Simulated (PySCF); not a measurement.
C3H13ClSi3, SMILES C[Si](C)(C)[SiH2][SiH2]Cl at its GFN2-xTB optimised geometry (Å):

```
20

Si    -0.9367    -2.6066     1.6824
Cl     0.7582    -3.0442     0.6291
Si    -1.1182    -0.3005     1.8431
Si    -0.3059     0.8992     0.0000
C     -0.9132     2.7130     0.0000
C     -0.9001     0.0659    -1.6146
C      1.6044     0.8992     0.0000
H     -2.0100    -3.2653     0.9330
H     -0.7987    -3.3733     2.9229
H     -0.4605     0.1273     3.0920
H     -2.5398    -0.0177     2.1136
H     -1.9976     2.7624    -0.0282
H     -0.5378     3.2653    -0.8573
H     -0.5870     3.2355     0.8943
H     -0.5365    -0.9557    -1.6786
H     -1.9845     0.0323    -1.6707
H     -0.5445     0.5931    -2.4956
H      1.9882    -0.1165    -0.0290
H      2.0024     1.3740     0.8922
H      2.0100     1.4258    -0.8597
```

Method: CAM-B3LYP/def2-SVP in PySCF. Cells within 0.4 Å of a nucleus heavier than hydrogen are left out (blank, or x).

Map of the Laplacian of the electron density (e/bohr⁵), clipped to [-1.50, 1.50] on the plane z = 0.0 Å:

```
|55555555555555555555555555555|
|55555555555555555555555555555|
|55555555555555555555555555555|
|55555555555555555555555555555|
|55555555555555555555555555555|
|55555555555555555555555555555|
|55555555544455555555555555555|
|55555555401xx5555555555555555|
|555555555445x4555555555555555|
|55555555555544555555555555555|
|55555555555547655555555555555|
|5555555555559x9543x5555555555|
|5555555555559xx643xx555555555|
|55555555555579954422555555555|
|55555555555555555540455555555|
|55555555555555555554555555555|
|55555555555555555555555555555|
|55555555555555555555555555555|
|55555555555555555555555555555|
|55555555555555555555555555555|
|55555555555555555555555555555|
|55555555555555542455555555555|
|55555555555555532455555555555|
|55555555555555554555555555555|
|55555555555555555555555555555|
|55555555555555555555555555555|
|55555555555555555555555555555|
|55555555555555555555555555555|
|55555555555555555555555555555|
```
Scale: ten equal steps from -1.50 (start of '0') to 1.50 (end of '9'), in the order '0123456789'; x runs from -5.50 to 5.50, y from -5.50 (bottom) to 5.50 (top).
